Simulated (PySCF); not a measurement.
## How methods differ on the ionisation energy of Ba⁵⁰⁺

Ba⁵⁰⁺ [He] 2s2 2p2 [2p1/2^2, M_J = 0] → Ba⁵¹⁺ [He] 2s2 2p1 [2p1/2^1, M_J = 1/2], as a difference of total energies. All numbers are calculated (PySCF 2.14, the two-component X2C-1e Hamiltonian, in an uncontracted even-tempered set (17 s from 30 bohr⁻², ratio 2.4; 12 p from 38 bohr⁻², ratio 2.4; 5 d from 130 bohr⁻², ratio 2.6; 4 f from 190 bohr⁻², ratio 2.6)). Correlated levels: nothing frozen; the 26 highest virtual spinors dropped. "Screened" scales the spin-orbit matrix elements by Boettger's factors to mimic the two-electron term; Breit and QED terms are absent.

```
                    method  ionisation energy (eV)
           GHF (spin-free)                  9488.4
          GMP2 (spin-free)                  9488.1
 GHF (screened spin-orbit)                  9749.1
GMP2 (screened spin-orbit)                  9751.4
```

Problem. How much does correlation contribute at GMP2 (screened spin-orbit)?

Solution. 9751.4 − (9749.1) = 2.3 eV, measured against GHF (screened spin-orbit).

For this ion Breit and QED terms and the two-electron picture change, all absent here, outweigh the correlation shift from GHF to GMP2.

The spin-free rows relax to the high-spin LS determinant and lack the spin-orbit shift.

The labels give the starting determinants; with spin-orbit coupling the two ends relaxed to ⟨J²⟩ = 0.00, ⟨L²⟩ = 1.33, ⟨S²⟩ = 1.33 and ⟨J²⟩ = 0.75, ⟨L²⟩ = 2.00, ⟨S²⟩ = 0.75.

For comparison: 9739 ± 4 eV (theoretical estimate listed by NIST; NIST Atomic Spectra Database, ionization energies).
